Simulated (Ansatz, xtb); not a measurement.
## Relative energy of two structures of F2H4Si3

Structure I: `F[SiH](F)[SiH2][SiH]`, a singlet. Structure II: a singlet given by its coordinates. Both are isolated molecules in the gas phase, relaxed with B3LYP-D3(BJ)/def2-SVP; the shapes shown needn't be the lowest conformers.

I (Å):

```xyz
9

F    -0.9007    1.7298    3.6847
F     0.3457   -0.4854    3.0849
Si   -0.9222    0.5161    2.6113
Si   -0.0141    1.0259    0.5194
Si    1.8995   -0.2222    1.3309
H    -2.1545   -0.2737    2.8617
H    -0.8500    0.4031   -0.5495
H     0.0317    2.5044    0.3201
H     2.3175    1.0383    2.0921
```

II (Å):

```yaml
atoms:
  - { symbol: F, position_ang: [-3.2162, 0.6516, 1.0463] }
  - { symbol: F, position_ang: [1.2912, 1.2066, 0.5730] }
  - { symbol: Si, position_ang: [-2.3823, 0.7638, 2.4386] }
  - { symbol: Si, position_ang: [-0.9433, 2.3956, 2.7594] }
  - { symbol: Si, position_ang: [0.3246, 2.5060, 0.7976] }
  - { symbol: H, position_ang: [-3.1919, 0.0337, 3.4566] }
  - { symbol: H, position_ang: [-0.1503, 1.9169, 3.9393] }
  - { symbol: H, position_ang: [1.2109, 3.7029, 0.8197] }
  - { symbol: H, position_ang: [-0.6196, 2.5896, -0.3507] }
```

Close contacts (Å): F1–Si3 1.63, F2–Si5 1.63, Si3–Si4 2.20, Si4–Si5 2.34, Si3–H6 1.49, Si4–H7 1.50, Si5–H8 1.49, Si5–H9 1.49.

**Question.** Estimate which is lower in electronic energy at CCSD(T)/def2-SVP + ΔMP2/def2-TZVPP, and by roughly how much.

**Answer.** Too close to call at this level: CCSD(T)/def2-SVP + ΔMP2/def2-TZVPP gives E(II) − E(I) = −0.034 eV.

The same difference at several levels:

| level | geometry | E(II) − E(I) (eV) | departure from the last row (eV) | job, with rough time for the two |
| --- | --- | --- | --- | --- |
| B3LYP-D3(BJ)/def2-SVP | B3LYP-D3(BJ)/def2-SVP | +0.126 | +0.160 | optimisation, 2.5 min |
| HF/def2-SVP | B3LYP-D3(BJ)/def2-SVP | +0.357 | +0.392 | part of the CCSD(T) run |
| MP2/def2-SVP | B3LYP-D3(BJ)/def2-SVP | +0.067 | +0.101 | part of the CCSD(T) run |
| CCSD(T)/def2-SVP | B3LYP-D3(BJ)/def2-SVP | +0.120 | +0.155 | single point |
| CCSD(T)/def2-SVP + ΔMP2/def2-TZVPP | B3LYP-D3(BJ)/def2-SVP | −0.034 |  | single point, 30 s |

The largest departure from CCSD(T)/def2-SVP + ΔMP2/def2-TZVPP is that of HF/def2-SVP, 0.392 eV. Levels run at GFN2-xTB geometries aren't shown. The last row adds to CCSD(T) the change of the MP2 difference between the two basis sets, here −0.155 eV, a large step that makes the value less sure.

With harmonic frequencies from B3LYP-D3(BJ)/def2-SVP (ideal gas, rigid rotor, one conformer each, 400 K, 1 atm): on the last row, ΔE + ΔZPE = −0.022 eV. A mode under 50 cm⁻¹ makes harmonic enthalpies and free energies unreliable, so none is given.

The correlated steps freeze 17 core orbitals. Codes used: Ansatz 0.2.0; the last row on 2 threads of AMD EPYC 7R43 64-Core Processor (Zen 3) on a shared host.
